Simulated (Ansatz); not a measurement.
A nudged elastic band was laid between two geometries of GeH3NO (6 atoms, charge 0, multiplicity 1).

Level of theory: RKS PBE/def2-SVP (Ansatz).

```yaml
movable_images: 7
climbing_image: yes
spring: 5.0 eV/Å²
optimiser: quadratic models (default)
start_path: IDPP
force_threshold: 0.03 eV/Å
iteration_limit: 60
end_points: relaxed
```

Image 0:

```xyz
6
Properties=species:S:1:pos:R:3
N -0.783 0.052 -0.571
Ge 0.586 -1.173 -0.338
O 1.531 -0.315 0.957
H -1.530 -0.110 -1.252
H -0.915 0.943 -0.081
H 1.153 0.540 1.239
```

Image 8:

```xyz
6
Properties=species:S:1:pos:R:3
N -0.783 0.051 -0.572
Ge 0.587 -1.172 -0.338
O 1.531 -0.314 0.958
H -0.917 0.942 -0.082
H -1.530 -0.113 -1.253
H 1.154 0.542 1.240
```

Problem. Which bonds break or form, and what moves?

Solution. No bond is made or broken. The dihedral H5–N1–Ge2–O3 goes from 0 to -180°. The two ends are copies of one structure, up to a mirror image or an exchange of like atoms.

Problem. Give the energies along the band, and the barrier.

Solution. The forces met the threshold. The highest image is number 4 of 0 to 8, 10.0 kcal/mol above the ends, which have the same energy within 2 meV. A vibrational analysis at the climbing image gives one clearly imaginary mode, 337i cm⁻¹: a first-order saddle point.

```
image  path coordinate (Å)  energy (kcal/mol)  dihedral H5–N1–Ge2–O3 (°)
    0                 0.00                0.0                          0
    1                 0.42                1.1                        -25
    2                 0.84                4.6                        -60
    3                 1.25                8.5                        -94
    4                 1.67               10.0                       -122
    5                 2.09                8.4                       -145
    6                 2.51                4.6                       -160
    7                 2.92                1.1                       -170
    8                 3.34                0.0                       -180
```

Problem. What is the geometry of the highest image?

Solution. 
```xyz
6
Properties=species:S:1:pos:R:3
N -0.808 0.202 -0.064
Ge 0.454 -1.209 0.309
O 1.859 -0.110 0.019
H -1.441 -0.054 -0.839
H -1.443 0.362 0.736
H 1.421 0.745 -0.207
```

Problem. What are the harmonic wavenumbers there?

Solution. 337i, 222, 556, 602, 637, 667, 721, 878, 1486, 3371, 3454, 3554 cm⁻¹.

The band took 9 iterations and of the order of 90 core-seconds.

Time of the run: 94 s on 1 thread of Arm Neoverse V2, with other jobs on the host, peak memory 0.25 GiB.
